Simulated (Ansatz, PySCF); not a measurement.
Reaction (SMILES): Cl[Si]Br -> [Si]Br + Cl atom (the Cl-Si bond at the site shown breaks; other sites are not compared here)
Each molecule is optimised on its own at B3LYP-D3(BJ)/def2-TZVP (Ansatz, a program for electronic structure). Unstable Hartree-Fock reference: Cl[Si]Br.
Geometry of the first species:
```xyz
3

Si     0.3791     0.3746     1.0903
Cl     1.1144     1.8306    -0.2184
Br    -0.6929    -1.0390    -0.3300
```
Charge 0, spin multiplicity 1.

Property: bond dissociation energy (enthalpy at 298 K, with B3LYP-D3(BJ) rigid-rotor harmonic-oscillator terms from PySCF), in kJ/mol. Correlated levels leave the core frozen unless marked. UHF or UKS for open shells. Spin-orbit coupling is left out. The frozen core is the preceding noble-gas configuration, with the filled d and f shells of earlier blocks. Non-relativistic. CBS marks a two-point X^-3 extrapolation of the correlation energy; Hartree-Fock from the larger set.

CCSD(T)/CBS(def2-TZVPP,def2-QZVPP) (Ansatz) gives 435.7 kJ/mol.

**Question.** Another calculation gave 425.2 kJ/mol. Which level was it?
A) PBE/def2-TZVPD (Ansatz)
B) SVWN5/def2-TZVPD (Ansatz)
C) PBE0/def2-TZVPD (Ansatz)
D) BLYP/def2-TZVPD (Ansatz)

**Answer.** C, PBE0/def2-TZVPD (Ansatz). The others give 436.6 (PBE), 411.3 (BLYP), 499.2 (SVWN5) kJ/mol.
